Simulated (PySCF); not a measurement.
# ORD: `C[S@@](=O)O[C@H]1[C@@H]2C[C@H]12`, C₅H₈O₂S

Geometry (Å), atoms numbered from 1 in this order:
```xyz
16

C     3.1389    0.3978    0.2476
S     1.8400   -0.7854   -0.3020
O     1.7953   -1.8246    0.7055
O     0.6208    0.3333    0.0369
C    -0.6569   -0.1952    0.1742
C    -1.7923    0.7728    0.1510
C    -2.8477   -0.2266   -0.1974
C    -1.5893   -0.1530   -1.0006
H     3.0012    0.5897    1.3051
H     4.1099   -0.0520    0.0691
H     3.0315    1.3102   -0.3258
H    -0.6845   -1.0520    0.8488
H    -1.8102    1.8340    0.2640
H    -3.0030   -1.0775    0.4564
H    -3.7545    0.1484   -0.6521
H    -1.4070   -0.0112   -2.0435
```

Method used: TDDFT B3LYP/pcseg-1 circular dichroism and optical rotation, one conformer, IEF-PCM tetrahydrofuran (non-equilibrium linear response, no local-field factor) (PySCF 2.14.0). Geometry: GFN2-xTB.

The molecule is flexible and this is one conformer; a measurement averages over conformers.

Stereocentres: S2 S, C6 R, C8 S.

(1) Give the optical rotatory dispersion at 633, 589.3, 546, 436, 405, 365, 355 nm.

(2) And for the mirror image at 589.3 nm?

(3) What is the molar rotation [Φ] = [α]·M/100 of the geometry above at 589.3 nm?

Results:

(1) [α] in deg dm⁻¹ (g/mL)⁻¹:
```tsv
λ (nm)	origin-invariant length gauge	modified velocity gauge	length gauge (centre of mass)	isotropic polarisability (au)
633	-402.1	-437.6	-406.5	85.8
589.3	-472.8	-513.9	-477.8	86.1
546	-563.8	-612.1	-569.7	86.6
436	-975.2	-1054.2	-985.0	88.6
405	-1182.6	-1276.2	-1194.3	89.6
365	-1577.4	-1698.3	-1592.5	91.3
355	-1710.5	-1840.5	-1726.7	91.8
```

(2) +472.8 deg dm⁻¹ (g/mL)⁻¹ (origin-invariant length gauge): the same size and the opposite sign.

(3) With M = 132.18 g/mol, -624.9 deg cm² dmol⁻¹ (origin-invariant length gauge).

The first excitation lies at 5.42 eV (229 nm) with R = -9.9 × 10⁻⁴⁰ esu² cm² (velocity form).
